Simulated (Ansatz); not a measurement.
System: GeCl$_{4}$, charge 0, multiplicity 1. 
Coordinates optimised at B3LYP-D3(BJ)/def2-TZVP (Ansatz, a quantum-chemistry and plane-wave program):
SMILES: [Cl][Ge]([Cl])([Cl])[Cl]
```xyz
5

Cl    -1.2365    -1.6405    -0.5769
Ge     0.0000     0.0000     0.0000
Cl     1.8419    -0.0856    -1.0738
Cl    -0.9976     1.8332    -0.4440
Cl     0.3922    -0.1071     2.0947
```
Charge 0, spin multiplicity 1.

Total electronic energies in hartree. Correlated levels leave the core frozen unless marked. No spin-orbit coupling. The frozen core is the preceding noble-gas configuration, with the filled d and f shells of earlier blocks. Non-relativistic. CBS(X,Y): correlation extrapolated as X^-3; Hartree-Fock from the larger set. The bracket is a focal-point correction in the basis named.

```csv
level,program,energy (Eh)
HF/6-31G,Ansatz,-3913.01549
HF/def2-TZVPPD,Ansatz,-3913.60511
RI-HF/def2-TZVPPD,Ansatz,-3913.60493
revPBE-D3(BJ)/def2-TZVPD,Ansatz + dftd3,-3917.55570
revPBE/def2-TZVPD,Ansatz,-3917.53767
r2SCAN-D3(BJ)/def2-TZVPD,Ansatz + dftd3,-3917.91710
PBE0/STO-3G,Ansatz,-3873.25990
PBE0-D4/def2-TZVPD,Ansatz + dftd4,-3917.18494
PBE0/def2-QZVPP,Ansatz,-3917.27257
HSE06-D3(BJ)/def2-TZVPD,Ansatz + dftd3,-3917.15450
RPA@PBE/def2-TZVPP,Ansatz,-3914.92447
"MP2/CBS(def2-TZVPP,def2-QZVPP)",Ansatz,-3914.7023
RI-MP2/def2-QZVPPD,Ansatz,-3914.63984
SCS-MP2/6-31G,Ansatz,-3913.22571
SCS-MP2/def2-SVP,Ansatz,-3913.29297
SCS-MP2/def2-TZVPP,Ansatz,-3914.44040
SCS-MP2/def2-QZVPP,Ansatz,-3914.62744
CCSD/def2-TZVPP,Ansatz,-3914.52056
"CCSD/CBS(def2-TZVPPD,def2-QZVPPD)",Ansatz,-3914.7503
"RI-MP2/CBS(def2-TZVPP,def2-QZVPP)+[CCSD(T)-MP2]/def2-QZVPP",Ansatz,-3914.8054
"RI-MP2/CBS(def2-TZVPPD,def2-QZVPPD)+[CCSD(T)-MP2]/def2-QZVPPD",Ansatz,-3914.8033
"CCSD(T)/CBS(def2-TZVPP,def2-QZVPP)",Ansatz,-3914.8076
"CCSD(T)/CBS(def2-TZVPPD,def2-QZVPPD)",Ansatz,-3914.8049
```

Totals of different functionals don't rank their quality; only differences between species are comparable.
